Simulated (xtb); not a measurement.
[(Z)-prop-1-enyl]silane (C3H8Si), SMILES C/C=C\[SiH3]. All values are semi-empirical tight-binding results from xtb (GFN2-xTB unless named), good for trends rather than for accurate numbers. The structure is a stationary point at GFN2-xTB.

Optimised geometry:

```xyz
12

C     -1.5088     1.2066     0.3970
C     -1.3716    -0.0687    -0.3614
C     -0.2462    -0.7531    -0.5245
Si     1.4509    -0.3018     0.1505
H     -2.2354     1.0868     1.2011
H     -1.8773     1.9941    -0.2610
H     -0.5582     1.5165     0.8217
H     -2.2978    -0.4285    -0.8003
H     -0.3018    -1.6670    -1.1050
H      1.4302    -0.2430     1.6163
H      2.3957    -1.3373    -0.2751
H      1.8924     0.9959    -0.3721
```
Charge 0, spin multiplicity 1.

```yaml
point_group_as_xtb_finds_it: Cs
orbital_gap: 4.55 eV
dipole_moment: 0.80 D
zero_point_energy: 58.0 kcal/mol
G − E(el) at 298.15 K (modified RRHO): 39.5 kcal/mol
static polarisability (D4 model): 67.7 bohr³
solvation energy, GFN2-xTB/ALPB(water): 0.0 kcal/mol
solvation energy, GFN2-xTB/ALPB(methanol): -3.0 kcal/mol
```

**Question.** Give the atomic charges and the Wiberg bond orders between heavy atoms. (The exact figures need the calculation; the answer reports its results.)

**Answer.** charges (e) C1 -0.11, C2 -0.03, C3 -0.15, Si4 0.44, H5 0.05, H6 0.05, H7 0.04, H8 0.02, H9 0.02, H10 -0.11, H11 -0.11, H12 -0.11. Bond orders C1–C2 1.04, C2–C3 1.94, C3–Si4 0.92.
